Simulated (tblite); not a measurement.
Compound: C6H5S (doublet state).
Numbering: `[SH:1][C@:2]12[C@@H:3]3[C@H:4]4[C:5]([C@@H:6]14)[C@H:7]23` (hydrogens: H8 on S1; H9 on C3; H10 on C4; H11 on C6; H12 on C7)

Geometry (GFN2-xTB, Å), atoms numbered from 1 in this order:
```xyz
12
C6H5S angstrom
S      2.2931    0.8442    0.4027
C      0.6372    0.3718    0.0108
C     -0.5395    0.0306    0.9571
C     -1.0964   -0.9107   -0.0977
C     -1.1894    0.2358   -1.0619
C      0.0654   -0.5725   -1.0448
C     -0.6158    1.1940    0.0128
H      2.8016   -0.3841    0.2916
H     -0.5650    0.0107    2.0333
H     -1.6084   -1.8488   -0.0033
H      0.5560   -1.2102   -1.7545
H     -0.7375    2.2385    0.2280
```

Level: GFN2-xTB in tblite, geometry and Hessian alike; calculated harmonic values, unscaled, isolated species. Errors from tens to a few hundred cm⁻¹ against measured bands are possible. Modes of hydrogen on sulfur can be 10 to 20 % off. One conformer, not necessarily the lowest. Open shells enter through the occupations alone, without spin polarisation, and single modes of such species can be off by tens of per cent.

Harmonic wavenumbers (cm⁻¹): 166.9, 206.5, 236.8, 434.9, 586.9, 706.9, 751.8, 782.1, 830.1, 862.3, 862.4, 887.8, 914.8, 929.9, 940.5, 972.2, 988.2, 1010.3, 1030.5, 1097.0, 1130.8, 1185.1, 1204.0, 1338.4, 1352.9, 2405.2, 3090.9, 3131.9, 3135.4, 3140.4.

A = 6129, B = 1881, C = 1785 MHz; mass 109.011 u (most abundant isotopes); point group C1, symmetry number 1; spin multiplicity 2.

What is the zero-point energy?

½Σν̃ = 18157 cm⁻¹ = 51.91 kcal/mol.

Give the ideal-gas entropy at 350 K and 1 bar in the rigid-rotor, harmonic-oscillator model (classical rotation).

Translation 40.80, rotation 27.63, vibration 13.09, spin (R ln 2) 1.38: S = 82.9 cal/(mol K).

And Cp and H(350 K) − H(0)?

Cp = 28.66 cal/(mol K), of which vibrations give 20.71 (their classical limit is 30 R = 59.6); H(350 K) − H(0) = 5.66 kcal/mol without the zero-point energy, 2.88 from vibrations.

Which modes carry the vibrational entropy at 350 K?

166.9 cm⁻¹: 2.77; 206.5 cm⁻¹: 2.37; 236.8 cm⁻¹: 2.12; 434.9 cm⁻¹: 1.08; 586.9 cm⁻¹: 0.66; 706.9 cm⁻¹: 0.45 cal/(mol K); the other 24 give 3.64 together.

What must be added to the electronic energy to get the Gibbs energy at 350 K and 1 bar?

ZPE + [H(350 K) − H(0)] − T·S = 51.91 + 5.66 − 29.01 = 28.56 kcal/mol.

How do the functions run with temperature in this model?

| T (K) | S (cal/(mol K)) | Cp (cal/(mol K)) | H − H(0) (kcal/mol) | G − H(0) (kcal/mol) | ln q(vib) |
| --- | --- | --- | --- | --- | --- |
| 50 | 54.5 | 8.6 | 0.40 | -2.32 | 0.01 |
| 100 | 61.3 | 11.2 | 0.90 | -5.23 | 0.18 |
| 298.15 | 78.6 | 24.5 | 4.28 | -19.16 | 1.86 |
| 373.15 | 84.8 | 30.4 | 6.34 | -25.29 | 2.73 |
| 500 | 94.9 | 38.5 | 10.74 | -36.69 | 4.38 |
| 750 | 112.5 | 48.3 | 21.71 | -62.69 | 7.89 |
| 1000 | 127.3 | 53.9 | 34.54 | -92.71 | 11.33 |

q(vib) and H(0) count from the zero-point level.

Hindered rotation and anharmonicity are outside this model. Other conformers, if any are populated, would add a mixing term that is left out. The structure is chiral; the term R ln 2 for an equal mix with its mirror image is left out.

Time: 0.17 s of wall time. Hardware: an AMD EPYC 9R45 with one thread, shared host with 192 logical CPUs at a one-minute load of 55. This covers the Hessian and the dipole derivatives.
